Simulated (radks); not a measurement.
Gd4+, 60 electrons, occupied as [Xe] 4f6.

Calculated with a radial shooting solver on a logarithmic mesh with Libxc functionals: Dirac Kohn-Sham, BLYP, spin-unpolarised, spherical densities, finite nucleus; open shells fill j = l - 1/2 first; Fermi nuclear charge, rms radius 5.1569 fm.

Energy parts (eV):
total: -306866.98
kinetic: 334614.43
electron-nucleus: -751059.90
Hartree: 116358.24
exchange-correlation: -6779.74

Orbitals (lengths in bohr, moments of r in powers of bohr; <r^-3> diverges for s and p1/2; r(90%) holds 90 % of the orbital's charge):
orbital	occ.	eigenvalue (eV)	r(90%)	<1/r>	<r^4>	<r^-3>	small-component weight
1s1/2	2	-50093.58	0.0396	71.65	1.141e-06	-	5.68e-02
2s1/2	2	-8305.758	0.144	17.09	0.0001809	-	1.26e-02
2p1/2	2	-7889.987	0.128	17.08	0.0001119	-	1.26e-02
2p3/2	4	-7193.952	0.137	15.09	0.0001469	9905	1.17e-02
3s1/2	2	-1877.639	0.359	6.229	0.007032	-	3.97e-03
3p1/2	2	-1697.278	0.351	6.145	0.006393	-	3.92e-03
3p3/2	4	-1554.546	0.369	5.642	0.007839	2099	3.66e-03
3d3/2	4	-1242.685	0.342	5.520	0.005677	352.6	3.54e-03
3d5/2	6	-1211.592	0.347	5.395	0.006046	313.4	3.47e-03
4s1/2	2	-414.8206	0.793	2.610	0.1719	-	1.27e-03
4p1/2	2	-344.5255	0.820	2.505	0.1951	-	1.20e-03
4p3/2	4	-312.5513	0.862	2.334	0.2384	471.4	1.10e-03
4d3/2	4	-196.5726	0.941	2.120	0.3357	67.54	9.41e-04
4d5/2	6	-190.7617	0.956	2.078	0.3579	59.24	9.17e-04
4f5/2	6	-53.5800	1.33	1.598	1.501	8.923	5.75e-04
4f7/2	0	-52.7585	1.35	1.582	1.570	8.630	5.66e-04
5s1/2	2	-90.7451	1.85	1.034	5.095	-	2.92e-04
5p1/2	2	-70.3777	2.06	0.9304	7.701	-	2.42e-04
5p3/2	4	-65.3983	2.17	0.8734	9.487	73.06	2.20e-04

The highest occupied level is 4f5/2 at -53.580 eV. Summed over all electrons, <r^2> = 32.08 bohr^2, which gives a Langevin (diamagnetic) susceptibility term of -25.4 x 10^-6 cm^3/mol. The density falls to 0.001 e/bohr^3 at r = 3.11 bohr.
